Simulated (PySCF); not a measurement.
**Vertical excitation energies**

Species: C₈H₁₀O.
InChI=1S/C8H10O/c1-3-7(2)8-5-4-6-9-8/h4-6H,2-3H2,1H3

Computed, not measured: TDDFT CAM-B3LYP/def2-SVPD, vertical, gas phase, core orbitals frozen in the response in PySCF. The structure is a single PBE0-D3(BJ)/def2-SVP conformer in the gas phase; no vibrational or solvent corrections. Torsions of this conformer, `[CH2:1]=[C:2]([CH2:3][CH3:4])[c:5]1[cH:6][cH:7][cH:8][o:9]1`: C1–C2–C3–C4 -103°, C1–C2–C5–C6 -176°.

| state | E (eV) | λ (nm) | f | main configurations (H = HOMO, L = LUMO) |
| --- | --- | --- | --- | --- |
| S1 | 4.94 | 250.7 | 0.392 | H→L (98%) |
| S2 | 6.07 | 204.4 | 0.013 | H→L+1 (83%) |
| S3 | 6.37 | 194.6 | 0.0090 | H→L+4 (41%), H-1→L (38%) |
| S4 | 6.68 | 185.5 | 0.013 | H→L+2 (74%) |
| S5 | 6.82 | 181.7 | 0.018 | H→L+3 (82%) |
| S6 | 6.97 | 177.9 | 0.026 | H-2→L (83%) |

The lowest singlet lies at 4.94 eV (251 nm, ultraviolet) and is strong; its leading configuration is HOMO→LUMO (98%). The lowest level is also the most intense of those listed (f = 0.392). Löwdin shares by element: HOMO carbon 66% or more (atoms not listed hold the other 34%); LUMO carbon 60% or more (atoms not listed hold the other 40%). The oscillator strengths of these states sum to 0.471; summed over the whole spectrum of an exact calculation they would give the number of electrons, 66 (Thomas–Reiche–Kuhn). The listed states span 2.02 eV, and the widest gap between neighbours is 1.12 eV (S1 to S2). Orbital energies (eV): HOMO-3 -11.00, HOMO-2 -9.67, HOMO-1 -9.43, HOMO -7.29, LUMO 0.20, LUMO+1 1.39, LUMO+2 1.84. Only the lowest 6 singlets were computed, as vertical energies without vibronic structure.

On one thread, Intel Xeon Platinum 8375C at 2.90 GHz (x86_64), no GPU, shared host, this took 77 s and 1.3 GiB of memory at its peak.
